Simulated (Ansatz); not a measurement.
Relaxation of CH₇AsBOSb (12 atoms, charge 0, multiplicity 1), to a largest force component of 0.015 eV/Å in at most 40 steps.

These are results of RKS PBE0/def2-SVP in Ansatz 0.2.0, not measurements.

```xyz
12
Properties=species:S:1:pos:R:3
B -0.560 2.076 1.631
As -1.058 0.129 1.516
C -2.193 0.235 3.116
O -2.708 -0.993 3.455
Sb -3.853 -0.868 5.100
H 0.473 2.481 1.942
H -1.375 2.924 1.272
H 0.143 -0.324 2.358
H -1.639 0.723 3.900
H -3.095 0.896 2.827
H -5.216 -0.406 4.066
H -4.302 -2.545 4.987
```

Where does it end, and by what steps?

The run converged. After 12 steps the energy has fallen by 0.479 eV; H6 moved furthest, 0.92 Å.

```
step  energy less start (eV)  largest force component (eV/Å)  accepted
   0                  0.0000                           2.592       yes
   1                 -0.2438                           0.689       yes
   2                 -0.3476                           0.314       yes
   3                 -0.3918                           0.664       yes
   4                 -0.4489                           0.291       yes
   5                 -0.4716                           0.211       yes
   6                 -0.4754                           0.114       yes
   7                 -0.4775                           0.059       yes
   8                 -0.4781                           0.034       yes
   9                 -0.4785                           0.016       yes
  10                 -0.4786                           0.032       yes
  11                 -0.4787                           0.023       yes
  12                 -0.4788                           0.014       yes
```

```xyz
12
Properties=species:S:1:pos:R:3
B -0.388 2.101 1.431
As -0.929 0.255 1.840
C -2.317 0.414 3.244
O -2.868 -0.847 3.447
Sb -3.995 -1.148 5.092
H 0.744 2.321 1.074
H -1.224 2.971 1.357
H 0.247 -0.253 2.648
H -1.859 0.848 4.154
H -3.045 1.153 2.853
H -5.500 -0.701 4.371
H -4.249 -2.787 4.659
```

Whether the end is a true minimum wasn't checked by a vibrational analysis.

Time of the run: 95 s on 2 threads of Arm Neoverse V1, on a shared host, peak memory 0.43 GiB.
